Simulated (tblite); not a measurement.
A geometry optimisation, step by step.

C7H8N (doublet state).
Numbering: `[CH:1]#[C:2][C@@H:3]1[CH2:4][C:5]=[N:6][CH2:7][CH2:8]1` (hydrogens: H9 on C1; H10 on C3; H11, H12 on C4; H13, H14 on C7; H15, H16 on C8)
Bond orders are those of one Lewis drawing.

Computed with GFN2-xTB (tblite), gas phase: L-BFGS steps from a force-field or distance-geometry start until the largest atomic force falls under 0.01 eV/Å. 5 of its 68 geometries are shown.

Step 0: E = -593.4801 eV, largest atomic force 3.005 eV/Å
```
atom  x, y, z in Å  |  force x, y, z in eV/Å
C1      3.014    0.259    0.407   -1.949   0.024  -0.552
C2      1.835    0.237    0.081    2.760   0.117   0.633
C3      0.427    0.214   -0.284    1.076   0.221  -0.523
C4     -0.223    1.447    0.309    0.759   2.388   0.853
C5     -1.668    1.368    0.526   -0.738  -2.902  -0.250
N6     -2.280    0.272    0.478    0.517   2.332   0.258
C7     -1.693   -0.995    0.249   -1.581  -1.340   0.293
C8     -0.192   -1.036    0.227    0.474  -2.313  -0.059
H9      4.048    0.298    0.677   -0.758  -0.059  -0.183
H10     0.394    0.266   -1.397   -0.287  -0.092   0.501
H11    -0.003    2.284   -0.368   -0.004   0.125   0.187
H12     0.267    1.722    1.294   -0.482  -0.299  -0.777
H13    -2.084   -1.388   -0.701   -0.159   0.233  -0.029
H14    -2.094   -1.706    1.030    0.286   0.580  -0.497
H15     0.079   -1.851   -0.494   -0.020   0.308   0.622
H16     0.165   -1.384    1.222    0.107   0.677  -0.476
```

Step 17: E = -593.9363 eV, largest atomic force 0.298 eV/Å
```
atom  x, y, z in Å  |  force x, y, z in eV/Å
C1      2.996    0.260    0.376    0.085  -0.006   0.000
C2      1.862    0.213   -0.006    0.005   0.028   0.063
C3      0.446    0.222   -0.305    0.053  -0.003  -0.021
C4     -0.163    1.509    0.332   -0.061  -0.003   0.034
C5     -1.602    1.282    0.524   -0.198  -0.094  -0.008
N6     -2.271    0.258    0.484    0.281   0.098  -0.023
C7     -1.739   -1.061    0.208    0.013  -0.063  -0.025
C8     -0.199   -1.070    0.234   -0.001   0.000   0.038
H9      4.004    0.285    0.669   -0.020  -0.016  -0.052
H10     0.306    0.286   -1.389   -0.087  -0.066  -0.050
H11     0.037    2.372   -0.310   -0.060  -0.072   0.070
H12     0.283    1.716    1.311   -0.003  -0.071  -0.045
H13    -2.145   -1.385   -0.753    0.071   0.096  -0.115
H14    -2.125   -1.754    0.961   -0.032   0.059   0.038
H15     0.178   -1.917   -0.350   -0.088   0.072   0.087
H16     0.123   -1.207    1.270    0.041   0.043   0.009
```

Step 34: E = -593.9777 eV, largest atomic force 0.110 eV/Å
```
atom  x, y, z in Å  |  force x, y, z in eV/Å
C1      3.013    0.246    0.271    0.022  -0.011  -0.014
C2      1.859    0.220   -0.049    0.031   0.036   0.063
C3      0.432    0.219   -0.282    0.008  -0.070   0.053
C4     -0.177    1.499    0.364   -0.001  -0.049   0.001
C5     -1.625    1.273    0.521   -0.016   0.038   0.015
N6     -2.274    0.240    0.460    0.041   0.098  -0.029
C7     -1.713   -1.061    0.159   -0.049   0.029  -0.018
C8     -0.191   -1.045    0.342   -0.060  -0.061  -0.032
H9      4.033    0.250    0.513    0.033   0.007  -0.037
H10     0.232    0.229   -1.362   -0.029   0.015   0.077
H11     0.045    2.378   -0.245   -0.052  -0.040   0.040
H12     0.248    1.659    1.360    0.003   0.012  -0.051
H13    -1.982   -1.287   -0.878   -0.003  -0.045   0.010
H14    -2.194   -1.796    0.809    0.052  -0.011  -0.012
H15     0.229   -1.933   -0.134    0.057  -0.010   0.010
H16     0.058   -1.081    1.407   -0.038   0.063  -0.075
```

Step 50: E = -593.9886 eV, largest atomic force 0.015 eV/Å
```
atom  x, y, z in Å  |  force x, y, z in eV/Å
C1      3.045    0.239    0.212    0.011   0.004  -0.001
C2      1.869    0.218   -0.015   -0.015   0.001  -0.002
C3      0.439    0.212   -0.233   -0.008  -0.010   0.000
C4     -0.183    1.495    0.394    0.000   0.001   0.002
C5     -1.634    1.270    0.521   -0.005  -0.002  -0.007
N6     -2.283    0.241    0.413    0.004   0.004  -0.004
C7     -1.715   -1.061    0.122   -0.001   0.002  -0.001
C8     -0.203   -1.045    0.377   -0.010  -0.008   0.003
H9      4.079    0.249    0.388    0.007   0.003   0.001
H10     0.240    0.223   -1.312   -0.002   0.002  -0.004
H11     0.031    2.367   -0.225    0.011   0.004   0.003
H12     0.232    1.677    1.388   -0.003  -0.009   0.008
H13    -1.941   -1.287   -0.925   -0.001  -0.008   0.006
H14    -2.217   -1.802    0.750    0.006   0.008  -0.003
H15     0.252   -1.939   -0.053   -0.001   0.007   0.005
H16    -0.018   -1.049    1.454    0.007   0.002  -0.005
```

Step 67: E = -593.9895 eV, largest atomic force 0.003 eV/Å
```
atom  x, y, z in Å  |  force x, y, z in eV/Å
C1      3.048    0.248    0.197    0.000  -0.001   0.000
C2      1.871    0.217   -0.019   -0.001  -0.001  -0.001
C3      0.439    0.210   -0.231   -0.002   0.001   0.002
C4     -0.180    1.490    0.403    0.000   0.002   0.000
C5     -1.635    1.276    0.490    0.001   0.003   0.001
N6     -2.285    0.248    0.378    0.000   0.000  -0.001
C7     -1.717   -1.060    0.121   -0.001   0.000  -0.001
C8     -0.206   -1.044    0.382    0.000   0.000   0.000
H9      4.083    0.264    0.365    0.001   0.000   0.001
H10     0.236    0.224   -1.309   -0.002  -0.001   0.002
H11     0.064    2.371   -0.193    0.000   0.001  -0.001
H12     0.210    1.646    1.412    0.001  -0.001   0.000
H13    -1.940   -1.312   -0.921    0.001  -0.002  -0.002
H14    -2.223   -1.785    0.764    0.000  -0.001   0.001
H15     0.250   -1.941   -0.042    0.001  -0.001  -0.002
H16    -0.023   -1.044    1.459    0.001  -0.001   0.002
```

Question: Summarise the path.

Answer: The energy falls by 0.5095 eV from step 0 to step 67; nine tenths of that is first reached at step 18. It never rises by more than 0.2 meV. The largest force goes from 3.005 to 0.003 eV/Å. Among the bonds C3–C8 changes most, from 1.486 to 1.538 Å; the atoms move by 0.244 Å rms after alignment.

Question: Follow the three bonds and two angles with the largest change from start to end.

Answer: 
```tsv
step	E above end (eV)	largest force (eV/Å)	C3–C8 (Å)	C3–C4 (Å)	C4–H12 (Å)	C3–C4–C5 (°)	C4–C5–N6 (°)
0	0.5095	3.005	1.486	1.514	1.133	115.9	121.5
3	0.2150	2.945	1.534	1.561	1.089	112.6	126.6
6	0.1040	0.553	1.540	1.561	1.091	109.8	130.6
9	0.0824	0.295	1.542	1.559	1.093	108.7	130.7
12	0.0735	0.182	1.545	1.565	1.092	109.0	129.7
15	0.0625	0.206	1.545	1.566	1.094	108.5	130.8
17	0.0532	0.298	1.541	1.559	1.095	107.9	131.3
20	0.0405	0.129	1.538	1.556	1.093	107.9	130.3
23	0.0319	0.225	1.539	1.559	1.093	108.3	129.9
26	0.0262	0.166	1.538	1.558	1.094	108.2	130.3
29	0.0215	0.109	1.538	1.559	1.093	108.3	129.8
32	0.0163	0.185	1.540	1.561	1.094	108.1	129.9
35	0.0098	0.201	1.540	1.557	1.094	107.4	130.4
38	0.0055	0.065	1.538	1.556	1.092	107.7	129.8
41	0.0032	0.105	1.537	1.557	1.093	107.7	129.8
44	0.0017	0.069	1.537	1.557	1.094	107.5	130.1
47	0.0011	0.025	1.538	1.558	1.093	107.6	130.1
50	0.0009	0.015	1.538	1.557	1.093	107.6	130.1
52	0.0009	0.019	1.538	1.557	1.093	107.6	130.1
55	0.0007	0.029	1.538	1.558	1.093	107.5	130.1
58	0.0004	0.031	1.537	1.556	1.093	107.5	130.1
61	0.0001	0.035	1.537	1.556	1.093	107.4	130.0
64	0.0000	0.014	1.538	1.557	1.093	107.4	129.9
67	0.0000	0.003	1.538	1.556	1.093	107.3	129.9
```

The cost below is that of the whole relaxation. Hardware: an Arm Neoverse V1 with one thread, shared host. Cost: 0.38 s of wall time.
